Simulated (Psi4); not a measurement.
diethyl sulfide (C$_{4}$H$_{10}$S), singlet, geometry from GFN2-xTB. Base run: CCSD(T)/STO-3G in Psi4.

Here is a job for Psi4.
```
memory 2 GB

molecule {
0 1
  C     2.56067389   -0.00775777   -0.23838779
  C     1.10635410    0.24956373   -0.58126604
  S     0.03804887   -0.22478062    0.82901552
  C    -1.55389328    0.47558897    0.27674279
  C    -2.19296169   -0.31591990   -0.84877641
  H     2.85020935    0.56766127    0.63758031
  H     3.19655208    0.27799774   -1.07400280
  H     2.71677553   -1.06199573   -0.02277990
  H     0.93035272    1.30838251   -0.77718921
  H     0.80309992   -0.33853633   -1.44801159
  H    -1.37511004    1.51243661   -0.01120054
  H    -2.18265605    0.45799818    1.16637994
  H    -2.31489538   -1.35557764   -0.55418283
  H    -1.58215306   -0.27895306   -1.74808380
  H    -3.17199533    0.09822634   -1.08263340
}

set basis sto-3g

energy('ccsd(t)')
print_variables()
```

The base run was repeated with changes; each row names its change, and settings that it needs were set with it.

```json
[
 {"change": "base", "ΔE vs base (mEh)": "0.000", "MP2 correlation (Eh)": "-0.23570", "basis functions": "39", "outcome": "converged"},
 {"change": "method = scs-mp2", "ΔE vs base (mEh)": "51.968", "MP2 correlation (Eh)": "-0.23570", "basis functions": "39", "outcome": "converged"},
 {"change": "method = mp4", "ΔE vs base (mEh)": "-", "MP2 correlation (Eh)": "-", "basis functions": "39", "outcome": "stopped with an error"},
 {"change": "scf_type = pk; mp2_type = conv", "ΔE vs base (mEh)": "0.000", "MP2 correlation (Eh)": "-0.23570", "basis functions": "39", "outcome": "converged"},
 {"change": "puream = on", "ΔE vs base (mEh)": "0.000", "MP2 correlation (Eh)": "-0.23570", "basis functions": "39", "outcome": "converged"},
 {"change": "method = mp3", "ΔE vs base (mEh)": "[?]", "MP2 correlation (Eh)": "-0.23563", "basis functions": "39", "outcome": "converged"},
 {"change": "cc_type = df", "ΔE vs base (mEh)": "-", "MP2 correlation (Eh)": "-", "basis functions": "39", "outcome": "stopped with an error"},
 {"change": "freeze_core = on", "ΔE vs base (mEh)": "[?]", "MP2 correlation (Eh)": "[?]", "basis functions": "39", "outcome": "converged"},
 {"change": "method = mp2", "ΔE vs base (mEh)": "77.594", "MP2 correlation (Eh)": "-0.23563", "basis functions": "39", "outcome": "converged"},
 {"change": "method = mp2.5", "ΔE vs base (mEh)": "51.345", "MP2 correlation (Eh)": "-0.23563", "basis functions": "39", "outcome": "converged"}
]
```

Problem. Some entries are withheld; supply them.

Solution. 
- method = mp3, ΔE vs base (mEh): 25.096
- freeze_core = on, ΔE vs base (mEh): 2.250
- freeze_core = on, MP2 correlation (Eh): -0.23319

- method = mp4: ended with `Fatal Error: ndocc must be less than nvirt`
- cc_type = df: ended with `Fatal Error: ndocc must be less than nvirt`
